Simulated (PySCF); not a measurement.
Species: C6H11F2NSi.
Z-matrix (Å and degrees, GFN2-xTB geometry), rows numbered from 1:
```
C 
C   1  1.5242
C   2  1.5165  1  110.96
C   3  1.5441  2  120.59  1   161.46
N   4  1.4528  3  106.14  2   -50.10
Si  5  1.7299  4  106.60  3   -50.27
C   3  1.5394  2  121.53  1    60.69
F   7  1.3706  3  119.56  2   -82.82
C   7  1.5366  3   86.73  2   155.54
F   9  1.3712  4  113.02  3   -79.85
H   1  1.0874  2  110.41  3   -59.87
H   1  1.0874  2  110.66  3   179.83
H   1  1.0879  2  110.43  3    59.68
H   2  1.0907  1  109.96  3   121.84
H   2  1.0928  1  109.78  3  -119.80
H   3  1.0927  2  109.91  1   -69.08
H   4  1.0864  3  120.53  2    80.70
H   5  1.0052  4  116.00  3   161.72
H   6  1.4556  5  111.86  4   120.38
H   6  1.4622  5  117.28  4  -105.29
H   9  1.0929  4  118.53  3   154.15
```

Computed at PBE0/pcSseg-1 (PySCF, non-relativistic), with Q(14N) = 0.02044 b: N5, 14N (I = 1): χzz = -5.104 MHz, η = 0.376.

Task: Find the zero-field quadrupole resonance frequencies of 14N at N5.

Result: From ν± = (3/4)|χ|(1 ± η/3) and ν0 = |χ|η/2: ν+ 4.308 MHz, ν− 3.348 MHz, ν0 0.960 MHz (silicon-bound nitrogen).

In a crystal, neighbours and librations shift these lines. Geometry: GFN2-xTB, one conformer, isolated molecule. GFN2-xTB bond lengths can be off by several hundredths of an ångström, more for odd bonds, and the gradients follow them. A larger basis could move these couplings by a tenth or more.
